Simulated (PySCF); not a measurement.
## InSb⁺: frontier orbitals

r²SCANh at R = 3.148 Å; basis In def2-TZVPPD with ECP28, Sb def2-TZVPPD with ECP28; scalar-relativistic core potentials; PySCF 2.14. State: ⁴Σ⁻ (quartet), unpaired electrons σ ↑, π ↑↑. Only the outer orbitals are listed, counted within each symmetry, core potentials removing the inner ones.

```
spin  orbital  occ.  ε (eV)  on In (%)            main shells (%)
   α       7σ     1  -20.02          3                    96 Sb s
   α       8σ     1  -14.92         85           85 In s, 11 Sb p
   α       9σ     1  -11.31         34  66 Sb p, 22 In p, 11 In s
   α       5π     1  -11.10          4                    96 Sb p
   α       5π     1  -11.10          4                    96 Sb p
   α       6π     0   -7.16         93                    94 In p
   α       6π     0   -7.16         93                    94 In p
   α      10σ     0   -5.80         73           68 In p, 19 Sb p
   β       7σ     1  -17.37         10                    90 Sb s
   β       8σ     1  -14.30         90            90 In s, 8 Sb s
   β       9σ     0   -8.55         44           55 Sb p, 38 In p
   β       5π     0   -7.91         33           65 Sb p, 32 In p
   β       5π     0   -7.91         33           65 Sb p, 32 In p
```

**Question.** Which are the highest filled and the lowest empty level, where do they sit, and how wide is the gap?

**Answer.** Highest filled α 5π at -11.10 eV (in %: 96 Sb p); lowest empty β 9σ at -8.55 eV (in %: 55 Sb p, 38 In p); the gap at r²SCANh is 2.55 eV.

- bond order (Mayer): 0.52
- ⟨S²⟩: 3.761
- charge on In (Mulliken, basis-dependent): 0.70
- charge on In (Löwdin, basis-dependent): 0.62
- dipole moment (positive dipole points towards Sb; it is taken about the centre of mass and depends on that origin): -2.79 D

Spin–orbit coupling is left out. The state was picked by a PBE0 search and need not be the measured ground state.
